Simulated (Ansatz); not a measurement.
Isolated molecules relaxed with PBE0-D4/def2-TZVP in Ansatz; ΔE leaves out vibrations. CBS: MP2 limit from def2 TZ/QZ plus the TZ coupled-cluster correction, frozen cores. This one scheme is used for every species. Functionals use def2-TZVPP. Each species was taken in one conformer, which may not be the lowest.

Reaction (formal exchange of groups at the Si–O bond): `OBO[SiH2][SiH3]` + `[SiH3][SiH3]` → `[SiH3][SiH2][SiH2][SiH3]` + `OBO`

Task: Is it downhill or uphill in electronic energy at CCSD(T)/CBS, and by how much? (Best estimate.)

Result: Computed: Uphill: ΔE = +64.7 kJ/mol.

Task: What do these levels give: PBE-D4, B2PLYP, PBE, PBE0, HF/def2-TZVPP, MP2/def2-TZVPP, CCSD/def2-TZVPP, CCSD(T)/def2-TZVPP, HF/def2-QZVPP, MP2/def2-QZVPP, MP2/CBS(def2), CCSD/CBS(def2)? (An estimate is asked.)

Result: Computed: PBE-D4 41.7, B2PLYP 72.8, PBE 45.5, PBE0 51.0, HF/def2-TZVPP 95.0, MP2/def2-TZVPP 68.7, CCSD/def2-TZVPP 70.0, CCSD(T)/def2-TZVPP 65.7, HF/def2-QZVPP 97.1, MP2/def2-QZVPP 68.9, MP2/CBS(def2) 67.7, CCSD/CBS(def2) 69.0 kJ/mol.

Largest T1 diagnostic among the species: 0.014.

The D4 term adds −6.2 kJ/mol with B3LYP and −3.8 kJ/mol with PBE0; it sums over pairs of atoms, weighted by their polarisabilities, and B3LYP, whose exchange is more repulsive, gets the larger term. In def2-TZVPP, CCSD(T) changes the Hartree–Fock value by −29.2 kJ/mol (the triples alone add −4.3 kJ/mol) and MP2 by −26.3 kJ/mol.

B3LYP here is the variant with VWN-RPA as its local correlation; programs differ in this.
